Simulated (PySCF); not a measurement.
A species of formula C3H8O4Si2 has this rotational fingerprint, computed with PBE0/pcSseg-1 in PySCF (dipole) on a GFN2-xTB geometry, gas phase:

| Item | Value |
| --- | --- |
| Rotational constants | A = 2401, B = 788.9, C = 635.3 MHz |
| Dipole components | \|μa\| = 4.83 D, \|μb\| = 0.51 D, \|μc\| = 1.00 D |
| Inertial defect | -55.53 u·Å² |
| κ | -0.83 |

**Question.** Which structure is it? (One computed conformer of each.)
A. `[CH2:1]=[CH:2][O:3][Si@:4]([OH:5])([SiH3:6])[O:7][CH:8]=[O:9]` with C1–C2–O3–Si4 180°, C2–O3–Si4–O5 70°, O3–Si4–O5–H 54°, O3–Si4–O7–C8 126°, Si4–O7–C8–O9 -1°
B. `[CH3:1][O:2][Si@H:3]1[O:4][CH2:5][C:6](=[O:7])[O:8][SiH2:9]1` with C1–O2–Si3–O4 64°, O2–Si3–O4–C5 107°, Si3–O4–C5–C6 50°, O4–C5–C6–O7 131°, C5–C6–O8–Si9 3°

**Answer.** B. It is CO[Si@H]1OCC(=O)O[SiH2]1, an asymmetric top, point group C1. The candidates at the same level (rigid rotor, commonest isotopes):

```
                  SMILES  A (MHz)  B (MHz)  C (MHz)  μa (D)  μb (D)  μc (D)  Δ (u·Å²)  point group           rotor
CO[Si@H]1OCC(=O)O[SiH2]1     2401    788.9    635.3    4.83    0.51    1.00    -55.53           C1  asymmetric top
C=CO[Si@](O)([SiH3])OC=O     1651    787.7    713.2    1.46    1.30    1.36   -239.13           C1  asymmetric top
```

`C=CO[Si@](O)([SiH3])OC=O` has A 31 % too low. No structure here is proved a minimum.
